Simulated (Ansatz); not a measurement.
Reaction (SMILES): [GeH3] (GeH3) → [GeH3-] (an electron is taken up)
B3LYP-D3(BJ)/def2-TZVP geometries, fixed; electronic energies without zero-point terms; positive where energy is released.

The adiabatic electron affinity at MP2 with Ansatz (an electronic-structure program), in eV, split into its Hartree-Fock and correlation parts. Cores are frozen (with 3d on Ga to Br). Open shells are unrestricted. No added dispersion term, no relativity. Functions are those of the species that has most.

```json
[
 {"basis": "aug-cc-pVDZ", "X": "2", "functions": "63", "Hartree-Fock": "0.414", "MP2": "1.240"},
 {"basis": "aug-cc-pVTZ", "X": "3", "functions": "128", "Hartree-Fock": "0.395", "MP2": "1.339"},
 {"basis": "aug-cc-pVQZ", "X": "4", "functions": "231", "Hartree-Fock": "0.391", "MP2": "1.373"},
 {"basis": "aug-cc-pV5Z", "X": "5", "functions": "380", "Hartree-Fock": "0.391", "MP2": "1.391"}
]
```

Worked estimate of the basis-set limit from each neighbouring pair, with Hartree-Fock from the larger set and the correlation part extrapolated as X^-3.
Correlation parts: X = 2: 0.826, X = 3: 0.944, X = 4: 0.982, X = 5: 1.000.
- (2,3): (27·(0.944) - 8·(0.826))/19 = 0.994; with Hartree-Fock 0.395 the estimate is 1.389 eV.
- (3,4): (64·(0.982) - 27·(0.944))/37 = 1.010; with Hartree-Fock 0.391 the estimate is 1.401 eV.
- (4,5): (125·(1.000) - 64·(0.982))/61 = 1.019; with Hartree-Fock 0.391 the estimate is 1.410 eV.
The last two estimates differ by 0.009 eV; the largest set lies 0.019 from the last. Over the last step Hartree-Fock moves by 0.000 and the correlation part by 0.018.
